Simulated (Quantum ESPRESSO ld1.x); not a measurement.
The numbers below are computed, except where a source is named.
Question: These are the eigenvalues of the occupied orbitals of an atom or ion with whole-number occupations (Ry). Code: ld1.x of Quantum ESPRESSO 7.5. Model: scalar-relativistic Kohn-Sham, BLYP, spin-unpolarised, spherical densities, point nucleus.

| orbital | eigenvalue |
|---|---|
| 1s | -236.381 |
| 2s | -28.4071 |
| 2p | -23.5292 |
| 3s | -7.23335 |
| 3p | -6.02182 |

Which element is it, and in what charge state? The configuration may be excited.

Answer: Z = 18, argon, charge +5: Ar5+ in [Ne] 3s2 3p1. The list shows which subshells hold electrons but not how many an open one holds; the 1s level, -118.19 hartree, gives Z - s = 15.4 by -(Z - s)^2/2, which with screening and relativity narrows Z to a few neighbours, and the depths of the outer levels then fix element, charge and occupations together.
